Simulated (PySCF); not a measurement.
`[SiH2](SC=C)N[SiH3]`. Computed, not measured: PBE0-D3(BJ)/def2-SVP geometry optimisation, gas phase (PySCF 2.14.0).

```
atom  x, y, z in Å
C1    -1.6812    1.2237   -0.7879
C2    -2.4737    0.2841   -0.2658
S3    -2.0227   -1.2475    0.4914
Si4   -0.0162   -0.9106    1.1933
N5     1.1700   -0.7455   -0.0623
Si6    2.4025    0.4724   -0.2655
H7    -2.1202    2.1316   -1.2084
H8    -0.5947    1.1204   -0.8266
H9    -3.5618    0.4110   -0.2796
H10    0.1888   -2.1324    2.0259
H11    0.0488    0.3352    2.0063
H12    1.1653   -1.4908   -0.7561
H13    2.1933    1.4937    0.8009
H14    3.7817   -0.0939   -0.1436
H15    2.3013    1.1236   -1.6093
```

(1) What is the longest distance between nuclei?

(2) How far are the heavy atoms from their best plane (unweighted least squares)?

(3) What is the repulsion energy of the bare nuclei, Σ ZA·ZB/RAB?

(4) How far apart are these pairs, which share no bond: C1···H13, Si4···H12, Si6···H8, H7···H12?

(5) Give the dihedral angles H11–Si4–N5–Si6, S3–Si4–N5–H12, C2–S3–Si4–N5, H10–Si4–N5–H12, H12–N5–Si6–H13.

Results:

(1) H9···H14, 7.36 Å; the next longest distance is 6.40 Å.

(2) 0.297 Å rms; C1 0.09, C2 0.00, S3 0.24, Si4 0.52, N5 0.44, Si6 0.07 Å (magnitudes).

(3) 425.45 Eh over 105 pairs, with full nuclear charges and distances in bohr; the largest single term is 55.07 Eh (S3 with Si4).

(4) C1···H13 4.196 Å (6 bonds apart); Si4···H12 2.352 Å (2 bonds apart); Si6···H8 3.117 Å (6 bonds apart); H7···H12 4.911 Å (6 bonds apart).

(5) H11–Si4–N5–Si6 9° (synperiplanar); S3–Si4–N5–H12 -51° (synclinal); C2–S3–Si4–N5 -69° (synclinal); H10–Si4–N5–H12 63° (synclinal); H12–N5–Si6–H13 177° (antiperiplanar). Dihedral signs follow IUPAC: positive where, seen along the central bond, the front bond turns clockwise onto the rear one.

No frequency check. One conformer, not necessarily the lowest.

The run took 2.6 min wall on Intel Xeon Platinum 8259CL at 2.50 GHz, one thread, no GPU, shared host, and the process peaked at 0.64 GiB of memory. This is the geometry optimisation.
